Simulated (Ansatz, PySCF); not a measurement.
3-bromobuta-1,2-diene (C4H5Br), SMILES C=C=C(C)Br.

Coordinates come from a B3LYP-D3(BJ)/def2-SVP optimisation.

Vertical ionisation energy (IE) and electron affinity (EA) in eV. Rows of orbital energies are one-electron estimates. Where ΔSCF, EOM or ADC give a negative EA the extra electron is unbound and the value depends on the basis.

```
level                                                                       IE     EA
------------------------------------------------------------------------  ----  -----
−ε(HOMO), −ε(LUMO), CAM-B3LYP/def2-TZVP (PySCF)                              …      …
−ε(HOMO), −ε(LUMO), PBE/def2-TZVP (PySCF)                                 5.93   2.02
ΔSCF, CAM-B3LYP/def2-SVPD (Ansatz), final states of multiplicity 2 and 2  9.21  -0.62
ΔSCF, PBE/def2-SVPD (Ansatz), final states of multiplicity 2 and 2        8.86  -0.39
```

Problem. Some entries are withheld; supply them. (Estimate from the structure and the level; the computed values follow.)

Solution. 
- −ε(HOMO), −ε(LUMO), CAM-B3LYP/def2-TZVP (PySCF), IE: 8.37
- −ε(HOMO), −ε(LUMO), CAM-B3LYP/def2-TZVP (PySCF), EA: -0.06

Problem. What vertical singlet–triplet gap does ΔSCF give with CAM-B3LYP/def2-SVPD (Ansatz, a quantum-chemistry and plane-wave program) and with PBE/def2-SVPD (Ansatz)? (The exact figures need the calculation; the answer reports its results.)

Solution. 4.09 and 3.68 eV (triplet above singlet where positive).
